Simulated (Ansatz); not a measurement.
A nudged elastic band was laid between two geometries of C$_{2}$H$_{7}$InSi (11 atoms, charge 0, multiplicity 1).

Level of theory: RKS BLYP-D4/def2-SVP in Ansatz.

```yaml
movable_images: 5
climbing_image: yes
spring: 5.0 eV/Å²
optimiser: quadratic models (default)
start_path: through a guess of the saddle point
force_threshold: 0.05 eV/Å
iteration_limit: 60
end_points: relaxed
```

Initial state:

```xyz
11
Properties=species:S:1:pos:R:3
C -0.551 1.541 0.140
C -0.092 0.271 0.004
Si -0.043 -0.924 1.456
In 0.592 -0.314 -2.008
H -0.586 2.263 -0.697
H -0.921 1.937 1.107
H 1.370 -1.360 1.726
H -0.836 -2.162 1.139
H -0.603 -0.292 2.702
H 0.468 0.958 -3.213
H 1.201 -1.920 -2.357
```

Final state:

```xyz
11
Properties=species:S:1:pos:R:3
C -0.557 1.540 0.141
C -0.092 0.273 0.004
Si -0.043 -0.924 1.455
In 0.597 -0.311 -2.006
H -0.929 1.933 1.109
H -0.596 2.263 -0.696
H 1.368 -1.378 1.709
H -0.853 -2.152 1.147
H -0.582 -0.285 2.707
H 0.474 0.956 -3.219
H 1.212 -1.915 -2.350
```

(1) What changes between the two ends?

(2) What energy profile does the band end with?

(3) What is the geometry of the highest image?

## Answers

(1) No bond is made or broken.  The two ends are copies of one structure, up to a mirror image or an exchange of like atoms.

(2) The forces met the threshold. The highest image is number 3 of 0 to 6, 1.92 eV above the ends, which have the same energy within 2 meV. Neighbouring images differ by up to 1.5 eV, so the band resolves the path poorly. A vibrational analysis at the climbing image gives one clearly imaginary mode, 979i cm⁻¹, and a faint second one (28i cm⁻¹) that may be numerical noise or a soft torsion: probably a first-order saddle point.

| image | path coordinate (Å) | energy (eV) |
| --- | --- | --- |
| 0 | 0.00 | 0.00 |
| 1 | 1.20 | 0.03 |
| 2 | 2.41 | 0.49 |
| 3 | 3.61 | 1.92 |
| 4 | 4.92 | 0.44 |
| 5 | 6.24 | 0.04 |
| 6 | 7.55 | 0.00 |

(3) 
```xyz
11
Properties=species:S:1:pos:R:3
C -0.849 1.482 -0.040
C -0.198 0.313 0.206
Si 0.090 -1.070 1.377
In 0.697 -0.028 -1.808
H -1.884 1.553 -0.453
H -0.399 2.488 0.146
H 1.103 -2.019 0.822
H -1.164 -1.852 1.697
H 0.584 -0.538 2.700
H 0.412 1.136 -3.051
H 1.610 -1.467 -1.597
```

The run took 2.9 min on 2 threads of Intel(R) Xeon(R) 6975P-C (Granite Rapids), on a shared host, peak memory 0.17 GiB.
